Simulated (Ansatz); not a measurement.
Molecular dynamics of AlH$_{5}$OSSi

input.yaml

```yaml
crystal:
  periodic: [false, false, false]
  atoms:
    - { symbol: Al, position_ang: [-0.473655, 1.564599, -1.579701] }
    - { symbol: O, position_ang: [0.356956, 0.185828, -0.989724] }
    - { symbol: Si, position_ang: [0.776377, -1.12157, -0.079177] }
    - { symbol: S, position_ang: [-0.797677, -0.85736, 2.054928] }
    - { symbol: H, position_ang: [0.076876, 2.20425, -2.910932] }
    - { symbol: H, position_ang: [-1.730078, 2.079567, -0.778718] }
    - { symbol: H, position_ang: [2.012045, -0.747307, 0.697852] }
    - { symbol: H, position_ang: [-0.384046, -1.894256, 0.754664] }
    - { symbol: H, position_ang: [0.1632, -1.413751, 2.830818] }
basis:
  gaussian: { orbitals: def2-SVP }
hamiltonian:
  xc: b3lyp
  dispersion: d4
md:
  timestep: 0.5
  n_steps: 200
  ensemble: nve
  temperature: 300.0
  initial_velocities: maxwell_boltzmann
  seed: 12880
```

Launched with:

```bash
$ ansatz run input.yaml --threads 2 --pin off --max-ram 3072MiB --backend cpu --events-out ev --progress --plain --runs-dir out
```

It starts at the highest image of a converged band. Of that band: A structure lower than the last end lies on the path between it and the top, so the climb from that side starts below the end, which may itself be a saddle point or a shallow side well. Neighbouring images differ by up to 2.3 eV, so the band resolves the path poorly. A vibrational analysis at the climbing image gives one clearly imaginary mode, 877i cm⁻¹: a first-order saddle point.

Output, in part (step lines, the closing report, with atoms numbered from 0):

```
md step     0: t =     0.00 fs  T =   300.0 K  F+E_penalty+E_count = -27431.09554140 eV  E_kin = 0.271446 eV  conserved = -27430.82409540 eV  (26 SCF iters)
[... lines left out ...]
Total energy: -27431.31553591 eV, -1008.0822523312 hartree
Atom 0 at    -0.510848     1.493161    -1.467421 Å, force    -0.582074     0.315210     0.041506 eV/Å
Atom 1 at     0.469136     0.285040    -0.755502 Å, force    -0.362184     0.782906    -0.186510 eV/Å
Atom 2 at     1.081014    -1.232180    -0.649346 Å, force     0.465217    -0.862588     0.577039 eV/Å
Atom 3 at    -1.002698    -0.835642     2.332671 Å, force     0.438099     0.310561    -0.234925 eV/Å
Atom 4 at     0.018869     2.201212    -2.797313 Å, force    -0.113711    -0.072532     0.265636 eV/Å
Atom 5 at    -1.934776     1.796619    -0.718427 Å, force     0.631598    -0.086030    -0.332511 eV/Å
Atom 6 at     1.906936    -1.046639     0.678439 Å, force    -0.120588    -0.041824    -0.281608 eV/Å
Atom 7 at    -2.154132    -0.261445     1.989623 Å, force    -0.840115    -0.143456    -0.012612 eV/Å
Atom 8 at    -0.450868     0.267338     1.770678 Å, force     0.483758    -0.202246     0.163984 eV/Å
Dipole moment:    -0.213584     0.349210    -0.126840 e Å
```

The steps, from the saved trajectory:

```json
{"time (fs)": "0.0", "T (K)": "300", "potential energy less start (eV)": "0.000", "conserved less start (meV/atom)": "0.00"}
{"time (fs)": "3.0", "T (K)": "230", "potential energy less start (eV)": "0.064", "conserved less start (meV/atom)": "0.05"}
{"time (fs)": "6.0", "T (K)": "212", "potential energy less start (eV)": "0.080", "conserved less start (meV/atom)": "0.03"}
{"time (fs)": "9.0", "T (K)": "195", "potential energy less start (eV)": "0.095", "conserved less start (meV/atom)": "0.03"}
{"time (fs)": "12.0", "T (K)": "168", "potential energy less start (eV)": "0.120", "conserved less start (meV/atom)": "0.05"}
{"time (fs)": "15.0", "T (K)": "217", "potential energy less start (eV)": "0.076", "conserved less start (meV/atom)": "0.04"}
{"time (fs)": "18.0", "T (K)": "275", "potential energy less start (eV)": "0.023", "conserved less start (meV/atom)": "0.02"}
{"time (fs)": "21.0", "T (K)": "279", "potential energy less start (eV)": "0.019", "conserved less start (meV/atom)": "0.06"}
{"time (fs)": "24.0", "T (K)": "394", "potential energy less start (eV)": "-0.085", "conserved less start (meV/atom)": "0.01"}
{"time (fs)": "27.0", "T (K)": "454", "potential energy less start (eV)": "-0.139", "conserved less start (meV/atom)": "0.02"}
{"time (fs)": "30.0", "T (K)": "472", "potential energy less start (eV)": "-0.155", "conserved less start (meV/atom)": "0.06"}
{"time (fs)": "33.0", "T (K)": "601", "potential energy less start (eV)": "-0.272", "conserved less start (meV/atom)": "0.01"}
{"time (fs)": "36.0", "T (K)": "669", "potential energy less start (eV)": "-0.334", "conserved less start (meV/atom)": "0.04"}
{"time (fs)": "39.0", "T (K)": "722", "potential energy less start (eV)": "-0.381", "conserved less start (meV/atom)": "0.01"}
{"time (fs)": "42.0", "T (K)": "729", "potential energy less start (eV)": "-0.388", "conserved less start (meV/atom)": "0.01"}
{"time (fs)": "45.0", "T (K)": "709", "potential energy less start (eV)": "-0.370", "conserved less start (meV/atom)": "0.01"}
{"time (fs)": "48.0", "T (K)": "656", "potential energy less start (eV)": "-0.321", "conserved less start (meV/atom)": "0.05"}
{"time (fs)": "51.0", "T (K)": "657", "potential energy less start (eV)": "-0.323", "conserved less start (meV/atom)": "0.00"}
{"time (fs)": "54.0", "T (K)": "557", "potential energy less start (eV)": "-0.232", "conserved less start (meV/atom)": "0.05"}
{"time (fs)": "57.0", "T (K)": "562", "potential energy less start (eV)": "-0.237", "conserved less start (meV/atom)": "0.02"}
{"time (fs)": "60.0", "T (K)": "568", "potential energy less start (eV)": "-0.242", "conserved less start (meV/atom)": "0.02"}
{"time (fs)": "63.0", "T (K)": "507", "potential energy less start (eV)": "-0.187", "conserved less start (meV/atom)": "0.04"}
{"time (fs)": "66.0", "T (K)": "480", "potential energy less start (eV)": "-0.163", "conserved less start (meV/atom)": "0.04"}
{"time (fs)": "69.0", "T (K)": "479", "potential energy less start (eV)": "-0.162", "conserved less start (meV/atom)": "0.01"}
{"time (fs)": "72.0", "T (K)": "427", "potential energy less start (eV)": "-0.114", "conserved less start (meV/atom)": "0.05"}
{"time (fs)": "75.0", "T (K)": "458", "potential energy less start (eV)": "-0.143", "conserved less start (meV/atom)": "0.03"}
{"time (fs)": "78.0", "T (K)": "488", "potential energy less start (eV)": "-0.170", "conserved less start (meV/atom)": "0.02"}
{"time (fs)": "81.0", "T (K)": "483", "potential energy less start (eV)": "-0.166", "conserved less start (meV/atom)": "0.05"}
{"time (fs)": "84.0", "T (K)": "560", "potential energy less start (eV)": "-0.235", "conserved less start (meV/atom)": "0.01"}
{"time (fs)": "87.0", "T (K)": "555", "potential energy less start (eV)": "-0.231", "conserved less start (meV/atom)": "0.03"}
{"time (fs)": "90.0", "T (K)": "536", "potential energy less start (eV)": "-0.213", "conserved less start (meV/atom)": "0.04"}
{"time (fs)": "93.0", "T (K)": "571", "potential energy less start (eV)": "-0.245", "conserved less start (meV/atom)": "0.02"}
{"time (fs)": "96.0", "T (K)": "575", "potential energy less start (eV)": "-0.249", "conserved less start (meV/atom)": "0.01"}
{"time (fs)": "99.0", "T (K)": "535", "potential energy less start (eV)": "-0.212", "conserved less start (meV/atom)": "0.06"}
```

The run went to its last step. The conserved energy stayed within 0.065 meV per atom of its start (net change 0.042 meV per atom), so the integration is sound. The system heated up, since it started high on the potential surface and ran downhill. A run of 0.1 ps of so small a system gives no equilibrium averages. The orbitals stay closed-shell, which can raise the energy where a bond breaks towards radicals; this wasn't checked here.

The step under study would form S4–H8 and break Si3–H8. These pairs go: S4–H8 1.71 → 1.33 Å, Si3–H8 1.62 → 4.29 Å. In the last frame they stand as after the step (other bonds may differ from the relaxed reactants and products). Also parted: Si3–S4 2.66 → 3.66 Å. It ends as AlH3OSi + H2S. Pairs count as bonded within 1.25 times the sum of covalent radii (0.12 Å more for H–H).

Last frame:

```xyz
9
Properties=species:S:1:pos:R:3
Al -0.511 1.493 -1.467
O 0.469 0.285 -0.755
Si 1.081 -1.232 -0.649
S -1.003 -0.836 2.333
H 0.019 2.201 -2.797
H -1.935 1.797 -0.718
H 1.907 -1.047 0.678
H -2.154 -0.261 1.990
H -0.451 0.267 1.771
```

Time of the run: 6.1 min on 2 threads of Intel(R) Xeon(R) Platinum 8375C CPU @ 2.90GHz (Ice Lake), on a shared host, peak memory 0.24 GiB.
